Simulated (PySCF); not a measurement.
Ge2H6O, SMILES [GeH3][O][GeH3]. Heavy atoms are numbered as in [O:1]([GeH3:2])[GeH3:6]. Hydrogens are named by the atom that carries them.

Geometry: r2SCAN-D4/def2-SVP.

Computed with PBE/pcSseg-1 run with PySCF.

GIAO shieldings, no solvent; atoms alike by connectivity are averaged. δ = σ(ref) − σ: ¹⁷O against H2O (σ = 334.3 ppm); ⁷³Ge against GeH4 (σ = 1614.4 ppm); ¹H against TMS (σ = 31.49 ppm), references at their B3LYP-D3(BJ)/def2-TZVP geometries, non-relativistic.

| atoms | nucleus | count | δ (ppm) |
|---|---|---|---|
| O1 | ¹⁷O | 1 | [?] |
| Ge2 (GeH3) | ⁷³Ge | 2 | 282.9 |
| H on Ge2 | ¹H | 6 | 5.56 |

Question: Fill in the missing entries. (An estimate is asked for; the answer gives what the named calculation found.)

Answer: 
- O1, δ (ppm): -3.0
